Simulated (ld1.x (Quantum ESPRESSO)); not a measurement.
# Which change was made? (F, TM)

```json
{"Element": "fluorine", "Generator": "ld1.x (Quantum ESPRESSO) 7.5", "Type": "norm-conserving Troullier–Martins (Kleinman–Bylander form)", "Functional": "Wu–Cohen", "Relativity": "scalar-relativistic", "Frozen core": "[He]", "Valence charge": "7", "Reference configuration": "2s2 2p4 (charge +1)", "Partial waves": "2s (bound): rc 0.65 bohr; 2p (bound): rc 1.65 bohr; 3d channel at 0.2 Ry: rc 1.60 bohr", "Local potential": "all-electron potential smoothed inside 0.55 bohr (lloc = -2)", "Core correction": "Bessel-smoothed model core inside 0.55 bohr"}
```

Cutoffs, loose and tight: the cutoffs (Ry, on a coarse ladder) from which the occupation-weighted sum of valence levels, in a spherical-Bessel basis at the reference potential, stays within 10 and 1 mRy of its value at 400 Ry. They do not see the model core or the augmentation charge, which bear on the density cutoff. Test errors are all-electron minus pseudo excitation energies from the reference, over the configurations 2s2 2p5; 2s2 2p3; 2s2 2p2; 2s2 2p4.5; 2s2 2p5.3; 2s1 2p5; 2s2 2p1; variants that change the core or the reference have their own tests.

The base gives: outcome: generated; cutoff, loose: 110 Ry; cutoff, tight: 260 Ry; bound ghosts: none; largest test error (meV): +3314.

Problem. After one change the result is: outcome: generated; cutoff, loose: 140 Ry; cutoff, tight: 260 Ry; bound ghosts: none; largest test error (meV): +3288. Which change was it?
A. local potential the s channel
B. type PAW; waves now 2s (bound): rcut 0.55, rcutus 0.65 bohr; 2s channel at -2.8 Ry: rcut 0.55, rcutus 0.65 bohr; 2p (bound): rcut 1.45, rcutus 1.65 bohr; 2p channel at -1.75 Ry: rcut 1.45, rcutus 1.65 bohr; 3d channel at 0.2 Ry: rcut 1.40, rcutus 1.60 bohr; 3d channel at 1.65 Ry: rcut 1.40, rcutus 1.60 bohr; local potential all-electron potential smoothed inside 1.45 bohr (lloc = -1); augmentation BESSEL, radius 0.55 bohr
C. all radii but the core radius scaled by about 1.25 (s 0.82, p 2.06, d 2.00 bohr); local potential all-electron potential smoothed inside 0.68 bohr (lloc = -2)

Solution. A. The others give: all radii but the core radius scaled by about 1.25 (s 0.82, p 2.06, d 2.00 bohr); local potential all-electron potential smoothed inside 0.68 bohr (lloc = -2) → outcome: generated; cutoff, loose: 100 Ry; cutoff, tight: 230 Ry; bound ghosts: none; largest test error (meV): +6814 | type PAW; waves now 2s (bound): rcut 0.55, rcutus 0.65 bohr; 2s channel at -2.8 Ry: rcut 0.55, rcutus 0.65 bohr; 2p (bound): rcut 1.45, rcutus 1.65 bohr; 2p channel at -1.75 Ry: rcut 1.45, rcutus 1.65 bohr; 3d channel at 0.2 Ry: rcut 1.40, rcutus 1.60 bohr; 3d channel at 1.65 Ry: rcut 1.40, rcutus 1.60 bohr; local potential all-electron potential smoothed inside 1.45 bohr (lloc = -1); augmentation BESSEL, radius 0.55 bohr → outcome: generated, overlap not positive; bound ghosts: not determined (overlap not positive); largest test error (meV): +2095. A file whose overlap is not positive is unfit for use, and its test errors describe a broken file.
